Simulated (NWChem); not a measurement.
System: C5H6; SMILES C=CC#CC

The following NWChem deck was run.

```
start job
memory heap 200 mb stack 900 mb global 1100 mb
geometry units angstroms noautosym nocenter noautoz
  C     -2.304710     0.445865     0.753428
  C     -1.464389    -0.448049     0.210765
  C     -0.085991    -0.215748    -0.059136
  C      1.094216    -0.049518    -0.300398
  C      2.503648     0.157796    -0.583067
  H     -1.970119     1.448536     1.031538
  H     -3.351846     0.190787     0.931965
  H     -1.844236    -1.442920    -0.054027
  H      3.129050    -0.152234     0.269597
  H      2.718000     1.219025    -0.785490
  H      2.824197    -0.424972    -1.461000
end
basis spherical
  C library def2-svp
  H library def2-svp
end
dft
  xc m06-2x
  iterations 150
end
cosmo
  do_cosmo_smd true
  solvent cychexan
end
task dft energy
```

Geometry: optimised at PBE0/def2-SVP. Solvent: cyclohexane.

Level: M06-2X/def2-SVP with SMD (1 M gas to 1 M solution), gas-phase geometry.

**Question.** Predict the main results of this run. (M06-2X/def2-SVP, SMD on the gas-phase geometry.) Quantities: solvation free energy (kcal/mol); cavity-dispersion-structure term (kcal/mol); dipole in solution (D).

**Answer.** 
- solvation free energy (kcal/mol): -4.0
- cavity-dispersion-structure term (kcal/mol): -1.9
- dipole in solution (D): 0.68
